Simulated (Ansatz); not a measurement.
Ligand exchange: H3NO + Cd(CH3)(OH) → H2O2 + Cd(CH3)(NH2)

Gas-phase species: H3NO (hydroxylamine) `NO`, singlet; Cd(CH3)(OH), singlet; H2O2 (hydrogen peroxide) `OO`, singlet; Cd(CH3)(NH2), singlet. The partners trade NH2 for OH: O–NH2 and Cd–OH bonds give way to O–OH and Cd–NH2.

Shapes, held fixed at every level: PBE0-D4/def2-TZVP. Flexible molecules stand in one conformer, not always the lowest. Programs: Ansatz 0.2.0. Electronic energies: no zero-point or thermal term.

```tsv
level	kind	ΔE (kJ/mol)	less CCSD(T)/def2-TZVPP
BHLYP-D4/def2-TZVPP	global hybrid	+136.6	+10.0
PBE0-D4/def2-TZVPP	global hybrid	+128.4	+1.8
wB97M-V/def2-TZVPP	range-separated hybrid	+129.0	+2.4
wB97X-V/def2-TZVPP	range-separated hybrid	+130.7	+4.1
MP2/def2-TZVPP	perturbation theory	+131.2	+4.6
CCSD(T)/def2-SVP	coupled cluster or CI	+126.3	-0.3
CCSD/def2-TZVPP	coupled cluster or CI	+130.4	+3.8
CCSD(T)/def2-TZVPP	coupled cluster or CI	+126.6	0.0
```

The highest level, CCSD(T)/def2-TZVPP, gives ΔE = +126.6 kJ/mol; the levels span +126.3 to +136.6. The column of differences is taken from that level and isn't an error. No measured value is set beside it here. For atoms past krypton def2 sets carry core potentials with scalar relativity. Outer-core shells of Cd are correlated, in sets that cover them unevenly.
